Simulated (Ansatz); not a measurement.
The cluster GeCl2⁻. Charge -1, multiplicity 2. Geometry B3LYP-D4/def2-TZVP, that of the neutral singlet; atoms count from 1.

```
atom   x (Å)   y (Å)   z (Å)
 Ge1  -0.673   0.591  -0.284
 Cl2   1.355   1.021   0.466
 Cl3  -0.682  -1.612  -0.182
```

The highest occupied level of the charge -1 doublet lies above zero (up to 0.62 eV). By energy differences its removal costs 1.32 eV (vertical, to the charge 0 singlet, at PBE0-D4/def2-TZVPD); a positive level beside a positive removal energy at the same level points to self-interaction error. The structure comes from a short search, and lower isomers may exist.

Q: Estimate the Mulliken populations from the PBE0/def2-TZVPD orbitals of Ansatz.

A: 
```csv
atom,charge (e),spin (α − β)
Ge1,-0.02,0.92
Cl2,-0.49,0.04
Cl3,-0.49,0.04
```
Mulliken values and Mayer orders depend strongly on the basis. With diffuse functions, as here, like atoms can get unlike values, and bond orders can come out too low or too high.

Q: Where does the spin sit?

A: Summed by element: Ge 0.92, Cl 0.08, of 1 unpaired in all. Largest on single atoms: Ge1 0.92, Cl2 0.04, Cl3 0.04.

Q: And the Mayer bond orders between bonded heavy atoms (over 0.3)?

A: Ge1–Cl2 0.80 (2.20 Å); Ge1–Cl3 0.80 (2.20 Å).
